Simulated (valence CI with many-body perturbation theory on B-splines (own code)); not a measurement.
Values are calculated unless marked as measured or tabulated.
A CI+MBPT run for Fe20+

Level of theory: configuration interaction combined with many-body perturbation theory (CI+MBPT): four valence electrons over a frozen Dirac-Fock core [He], a basis of 5 s, 5 p, 4 d, 2 f functions for each j, with the one-electron correlation potential Σ1 (screened to all orders), the two-electron term Σ2, the three-electron term Σ3, Breit, model QED; selected single and double excitations, second order for the rest, scaled by the run's own slope (own B-spline code, finite nucleus).

Command, and the settings that its task file holds:

```sh
python run_cv.py task.json out
```

```
atom Fe  Z=26  mass_number=56  rms_radius_fm=3.7377
core [He]
valence 2s2 2p2
avg = 1
basis = S
breit = 1
cap = 20000
capref = 1200
cscale = 1
de = 0.0
dress = 0
eps = 2e-08
extrap = 1
h = 0.27
hh = 1
l2 = 3
lcore = 6
maxit = 60
n2 = 5
natural = 1
nlev = 30
nno = [2, 2, 2, 1, 0]
nroot = 26
nsp = [3, 3, 2, 1, 0]
pt2 = 1
qed = 1
rpa = 1
s1 = 1
s2 = 1
s3 = 1
screen = 1
tol = 2e-05
whole = 1
```

It took 11 s on 1 thread of Arm Neoverse V2 (shared host).

Log. The first blocks belong to the next ion, which gives the ionisation energy. Fields: 2J, parity (1 odd), roots, reference size, generating configurations, candidates as configurations/state functions, variational space P, stored matrix elements, Davidson steps; e2 is the range of second-order energies in hartree. The first line gives the box (bohr), its intervals, the orbitals and the steps of their self-consistent field. Window is the range of levels sought, series limit the energy at which the first omitted orbital would enter, core excitation an estimate of the first excitation out of the core, left out the lowest levels not solved, and shifts from estimates the range by which levels moved from their first estimate, all in cm⁻¹.

```
rmax 2.8 intervals 58 orbitals 27 references ['2s2 2p2', '2s 2p3', '2p4'] scf 4 t 0.3
2J=1 par=1 roots 2 ref 40 generators 2 cand 357/507 P 389/547 nnz 0 it 0
2J=1 par=1 roots 2 ref 40 generators 6 cand 150/206 P 539/753 nnz 0 it 0
   second order: generators 17 cand 751/1096 e2 -0.00003 -0.00001
2J=3 par=1 roots 2 ref 61 generators 4 cand 386/729 P 426/790 nnz 0 it 0
2J=3 par=1 roots 2 ref 61 generators 8 cand 119/208 P 545/998 nnz 0 it 0
   second order: generators 18 cand 905/1876 e2 -0.00001 -0.00001
reference levels 486, estimated 405, window 8004849 1/cm; series limit 11605320, core excitation 52746736
2J=0 par=0 roots 8 ref 32 generators 17 cand 537/895 P 2209/3415 nnz 9e+05 it 4
2J=0 par=0 roots 8 ref 32 generators 24 cand 314/550 P 2523/3965 nnz 1.1e+06 it 5
   second order: generators 55 cand 2898/4955 e2 -0.00004 -0.00001
2J=2 par=0 roots 9 ref 67 generators 19 cand 433/1407 P 1639/5039 nnz 2.4e+06 it 10
2J=2 par=0 roots 9 ref 67 generators 26 cand 701/2619 P 2340/7658 nnz 4.8e+06 it 13
   second order: generators 60 cand 4042/16202 e2 -0.00003 -0.00001
2J=4 par=0 roots 10 ref 73 generators 20 cand 378/1425 P 1483/5136 nnz 2.6e+06 it 10
2J=4 par=0 roots 10 ref 73 generators 26 cand 837/3941 P 2320/9077 nnz 7e+06 it 10
   second order: generators 58 cand 3992/21468 e2 -0.00004 -0.00001
2J=4 par=1 roots 12 ref 71 generators 22 cand 386/1410 P 1465/5088 nnz 2.6e+06 it 7
2J=4 par=1 roots 12 ref 71 generators 26 cand 1083/5775 P 2548/10863 nnz 9.9e+06 it 7
   second order: generators 67 cand 4574/24629 e2 -0.00003 -0.00000
2J=2 par=1 roots 14 ref 66 generators 22 cand 454/1468 P 1679/5174 nnz 2.5e+06 it 5
2J=2 par=1 roots 14 ref 66 generators 30 cand 922/3696 P 2601/8870 nnz 6.4e+06 it 8
   second order: generators 85 cand 4781/19414 e2 -0.00003 -0.00001
2J=6 par=1 roots 7 ref 48 generators 14 cand 377/1326 P 1355/4661 nnz 2.2e+06 it 6
2J=6 par=1 roots 7 ref 48 generators 18 cand 950/5107 P 2305/9768 nnz 8.5e+06 it 7
   second order: generators 52 cand 3797/22845 e2 -0.00003 -0.00001
2J=0 par=1 roots 5 ref 25 generators 11 cand 609/1047 P 2325/3646 nnz 1e+06 it 4
2J=0 par=1 roots 5 ref 25 generators 19 cand 238/346 P 2563/3992 nnz 1.1e+06 it 4
   second order: generators 42 cand 2671/4485 e2 -0.00001 -0.00000
2J=6 par=0 roots 3 ref 46 generators 9 cand 373/1292 P 1243/4182 nnz 1.9e+06 it 5
2J=6 par=0 roots 3 ref 46 generators 14 cand 829/3708 P 2072/7890 nnz 5.5e+06 it 6
   second order: generators 27 cand 2539/15212 e2 -0.00003 -0.00001
2J=8 par=1 roots 3 ref 24 generators 6 cand 532/1964 P 1370/4514 nnz 2e+06 it 4
2J=8 par=1 roots 3 ref 24 generators 9 cand 583/2637 P 1953/7151 nnz 4.9e+06 it 5
   second order: generators 26 cand 2598/15376 e2 -0.00003 -0.00001
2J=8 par=0 roots 1 ref 19 generators 4 cand 309/1374 P 1221/3926 nnz 1.7e+06 it 4
2J=8 par=0 roots 1 ref 19 generators 4 cand 270/1507 P 1491/5433 nnz 3.3e+06 it 4
   second order: generators 9 cand 1479/7950 e2 -0.00002 -0.00002
2J=10 par=0 roots 1 ref 5 generators 2 cand 181/658 P 1239/3877 nnz 1.7e+06 it 3
2J=10 par=0 roots 1 ref 5 generators 2 cand 93/411 P 1332/4288 nnz 2.1e+06 it 3
   second order: generators 11 cand 1157/5094 e2 -0.00001 -0.00001
left out: unestimated 11114559, estimated 8442857, shifts from estimates -9 to 81
operators 0.1
```

The Davidson iterations converged.

No measured levels were compared; by estimate levels of excited configurations hold to 0.05 to 0.15 % of their energy, terms of the ground configuration to about 0.5 %.

```
Valence energy                            : -275.0622 hartree
Ionisation energy                         : 1689 eV (NIST: 1687 ± 1 eV (semi-empirical))
Reference configurations for the orbitals : 2s2 2p2, 2s 2p3, 2p4
Radial orbitals                           : 27
Box radius                                : 2.779 bohr
Largest variational space                 : 10863
Lowest levels                             : 2s²2p² ³P_0 0, 2s²2p² ³P_1 73718, 2s²2p² ³P_2 117390, 2s²2p² ¹D_2 244990, 2s²2p² ¹S_0 372700, 2s2p³ ⁵S°_2 485630, 2s2p³ ³D°_1 777090, 2s2p³ ³D°_2 777680, 2s2p³ ³D°_3 803840, 2s2p³ ³P°_0 916900, 2s2p³ ³P°_1 925520, 2s2p³ ³P°_2 943030, 2s2p³ ³S°_1 1096700, 2s2p³ ¹D°_2 1128600 cm⁻¹
```
